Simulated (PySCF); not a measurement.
**Sm(50+) (samarium, charge +50): Hartree-Fock from Schrödinger to Dirac-Coulomb-Breit**

Occupied: 1s1/2, 2s1/2, 2p1/2, 2p3/2, 3s1/2. Hartree-Fock calculated with PySCF 2.14 in an even-tempered Gaussian basis (17 s from 5.8 bohr⁻², ratio 2.7; 13 p from 6.9 bohr⁻², ratio 2.7), Gaussian nucleus throughout. NR is non-relativistic, sf-X2C the spin-free one-electron X2C Hamiltonian, X2C adds the bare one-electron spin-orbit term, X2C-SNSO screens it by Boettger's factors, DC is four-component Dirac-Coulomb, and the Gaunt and Breit terms are added at first order (total energies over the DC spinors, levels after relaxing the spinors in that mean field). QED terms are absent. Levels marked empty are virtual spinors of this ion; the basis has s and p functions only, so 3d, which can lie below the n = 4 levels, is absent.

```csv
Hamiltonian,E (hartree),E − E(DC) (hartree),CPU seconds
NR,-7480.5469,365.8146,0.33
sf-X2C,-7838.6383,7.7232,0.15
X2C,-7843.7791,2.5825,0.28
X2C-SNSO,-7843.4363,2.9253,0.28
DC,-7846.3616,0.0000,11
DC+Gaunt,-7838.1205,8.2411,16
DC+Breit,-7838.8495,7.5120,60
```

```tsv
level (eV)	NR	sf-X2C	X2C	X2C-SNSO	DC	DC+Gaunt	DC+Breit
1s1/2	-48090.5	-50727.0	-50720.7	-50721.1	-50771.0	-50637.2	-50646.1
2s1/2	-10508.6	-11245.0	-11243.4	-11243.5	-11250.0	-11236.0	-11237.0
2p1/2	-10179.1	-10423.2	-10878.4	-10861.9	-10865.4	-10841.0	-10843.5
2p3/2	-10179.1	-10423.2	-10228.7	-10234.8	-10239.4	-10222.5	-10225.0
3s1/2	-4320.5	-4548.1	-4547.9	-4547.9	-4549.4	-4545.7	-4546.2
3p1/2 (empty)	-4130.8	-4226.3	-4342.6	-4338.4	-4339.3	-4333.2	-4334.0
3p3/2 (empty)	-4130.8	-4226.3	-4176.2	-4177.8	-4178.7	-4174.5	-4175.4
4s1/2 (empty)	-2299.4	-2389.1	-2389.0	-2389.0	-2389.6	-2388.2	-2388.4
```

```
interval (eV)    X2C  X2C-SNSO     DC  DC+Gaunt  DC+Breit
2p3/2 − 2p1/2  649.7     627.2  626.0     618.5     618.5
3p3/2 − 3p1/2  166.4     160.7  160.6     158.6     158.6
```

Weight of the small component: 1s1/2 0.0532, 2s1/2 0.0121, 2p1/2 0.0120, 2p3/2 0.0112, 3s1/2 0.00463, 3p1/2 0.00455, 3p3/2 0.00436, 4s1/2 0.00221.

Koopmans' value for the highest occupied level at DC+Breit: 4546.2 eV, against an ionisation energy of 4548 ± 4 eV (theoretical estimate listed by NIST; NIST Atomic Spectra Database, ionization energies); the former lacks relaxation, correlation, QED and recoil.

The whole ladder took 90 s of wall time on 1 thread of Intel(R) Xeon(R) Platinum 8488C (shared host), launched as `OMP_NUM_THREADS=1 python relrun2.py TASK.json OUT` (a driver that calls PySCF for each Hamiltonian).
